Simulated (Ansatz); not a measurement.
Computed with Ansatz.

A structure relaxed at PBE0-D4/def2-TZVP, charge 0, multiplicity 1:

Cartesian coordinates in Å:
```
C -0.9889 -0.6063 -1.7977
N -0.6164 -1.0865 -0.4814
Sn 1.2097 -0.7130 0.2760
O 1.1449 1.1891 0.7633
C 0.1255 1.6459 1.6153
H -0.6662 0.4313 -1.9155
H -0.5636 -1.1804 -2.6330
H -2.0780 -0.6102 -1.9123
H -0.9768 -2.0097 -0.2905
H 2.4874 -0.7446 -0.8520
H 1.3820 -1.6869 1.6682
H -0.8735 1.3381 1.2799
H 0.1549 2.7398 1.6313
H 0.2589 1.2933 2.6482
```

Task: Give its formula and SMILES.

Result: C2H9NOSn, `C[NH][SnH2][O]C`.

Task: Point group (tolerance 0.08 Å, 0.16 Å for H)?

Result: C1.

Task: Summarise the bond lengths by kind.

Result: 1 × C–N 1.450 Å; 6 × C–H 1.093 to 1.100 Å; 1 × N–Sn 2.012 Å; 1 × H–N 1.009 Å; 1 × O–Sn 1.965 Å; 2 × H–Sn 1.705 to 1.708 Å; 1 × C–O 1.405 Å.
